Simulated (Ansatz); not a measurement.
Mean bond length (Å) of eight halogen compounds: PBE-D3(BJ) beside PBE0-D3(BJ), computed with Ansatz (a first-principles code) for isolated molecules in the bases named; differences from unrounded values. The eight are the first of their class met in an unordered collection, after screening for sound electronic states; none was chosen by its value. Each level has its own optimised geometry.

| molecule | basis | PBE0-D3(BJ) | PBE-D3(BJ) | difference |
|---|---|---|---|---|
| C2HF3O2, SMILES O=C(O)C(F)(F)F | def2-SVP | 1.287 | 1.303 | 0.016 |
| C5H5F, SMILES FC(=C)C=C=C | def2-SVP | 1.221 | 1.231 | 0.009 |
| CH3ClOSe, SMILES CO[Se]Cl | def2-SVP | 1.448 | 1.466 | 0.018 |
| C5H5Cl, SMILES C#C/C(C)=C/Cl | def2-SVP | 1.267 | 1.276 | 0.009 |
| 5,5-difluorocyclopenta-1,3-diene (C5H4F2), SMILES C1C=CC(C=1)(F)F | def2-SVP | 1.297 | 1.307 | 0.011 |
| C5H5Cl, SMILES C=CC=C=CCl | def2-SVP | 1.263 | 1.273 | 0.009 |
| (1Z,3Z)-1,4-dichlorobuta-1,3-diene (C4H4Cl2), SMILES Cl/C=C\C=C/Cl | def2-SVP | 1.327 | 1.337 | 0.010 |
| (1R)-1-chloro-1,2,2-trifluoroethane (C2H2ClF3), SMILES FC(F)[C@H](F)Cl | def2-SVP | 1.361 | 1.376 | 0.015 |

PBE-D3(BJ) lies below PBE0-D3(BJ) in 0 and above it in 8 of the eight; the mean signed difference is 0.012 and the largest 0.018 Å.
